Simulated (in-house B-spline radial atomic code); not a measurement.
**Ionising Sb7+ with different functionals**

Computed with a radial B-spline atomic code at the basis-set limit: four-component Dirac-Coulomb Hamiltonian, Fermi nucleus of rms radius 4.6802 fm, spin-restricted, spherical fractional occupations for the functionals, and exact exchange of hybrids averaged over the configuration. The ionisation energy is the difference of two self-consistent energies, [Kr] 4d8 → [Kr] 4d7, without Breit or QED terms; ε is the level of the shell that loses the electron (mean over j). The electron is taken from both j subshells in proportion to 2j + 1, so the result is a j average, not the step between ground levels.

```
   method                    rung  ΔSCF (eV)  -ε(4d) (eV)
    B97-1           global hybrid          ?            ?
    B3LYP           global hybrid     142.64       134.06
CAM-B3LYP  range-separated hybrid          ?            ?
  LC-wPBE  range-separated hybrid     142.63       137.09
```

**Question.** What does CAM-B3LYP give?

**Answer.** ΔSCF 142.58 eV, and -ε(4d) = 136.05 eV.

**Question.** What does B97-1 give?

**Answer.** ΔSCF 142.55 eV, and -ε(4d) = 134.09 eV.

**Question.** Among the functionals, which spreads more, the ΔSCF values or the orbital energies?

**Answer.** The orbital energies: ΔSCF values span about 0.09 eV and the orbital energies 3.03 eV; here energy differences depend much less on the functional than eigenvalues do.

**Question.** How do they compare with the NIST value?

**Answer.** NIST lists 139 eV ± 2.1 (tabulated theory, ground level to ground level). Errors run from +3.55 to +3.64 eV; all lie within about twice that uncertainty, so the table can't rank the methods.
